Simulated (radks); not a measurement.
The numbers below are computed, except where a source is named.
Initial-state core-level shifts of neutral ruthenium when its valence configuration changes from [Kr] 4d7 5s1. Level of theory: scalar-relativistic Kohn-Sham, r2SCAN, spin-polarised, spherical densities, finite nucleus; open shells are filled with parallel spins first (spin-orbit coupling, left out, can overturn this in heavy ions); meta-GGA in the generalised Kohn-Sham scheme; Fermi nuclear charge, rms radius 4.4809 fm (a radial shooting solver on a logarithmic mesh with Libxc functionals). Shifts are changes of the shell-averaged eigenvalues in eV (positive: less bound); the change of the density at the nucleus, which sets a Mossbauer isomer shift, is in e/bohr^3, on a base of 1.124e+05.

[
 {"valence": "4d6 5s1 5p1", "1s": "-4.689", "2s": "-4.874", "3p": "-4.853", "4p": "-4.409", "density at nucleus": "+4.71"},
 {"valence": "4d6 5s2", "1s": "-3.588", "2s": "-3.788", "3p": "-3.758", "4p": "-3.302", "density at nucleus": "+16.91"},
 {"valence": "4d8", "1s": "+2.689", "2s": "+2.865", "3p": "+2.856", "4p": "+2.546", "density at nucleus": "-15.98"},
 {"valence": "4d6 5p2", "1s": "-6.103", "2s": "-6.235", "3p": "-6.233", "4p": "-5.840", "density at nucleus": "-12.40"},
 {"valence": "4d7.5 5s0.5", "1s": "+1.407", "2s": "+1.503", "3p": "+1.495", "4p": "+1.318", "density at nucleus": "-8.70"},
 {"valence": "4d7 5p1", "1s": "-1.601", "2s": "-1.534", "3p": "-1.558", "4p": "-1.658", "density at nucleus": "-14.79"},
 {"valence": "4d7 5s0.5 5p0.5", "1s": "-0.824", "2s": "-0.790", "3p": "-0.802", "4p": "-0.855", "density at nucleus": "-7.43"},
 {"valence": "4d5 5s2 5p1", "1s": "-8.845", "2s": "-9.291", "3p": "-9.195", "4p": "-8.032", "density at nucleus": "+24.90"},
 {"valence": "4d5 5s1 5p2", "1s": "-9.649", "2s": "-10.105", "3p": "-10.014", "4p": "-8.818", "density at nucleus": "+11.17"}
]
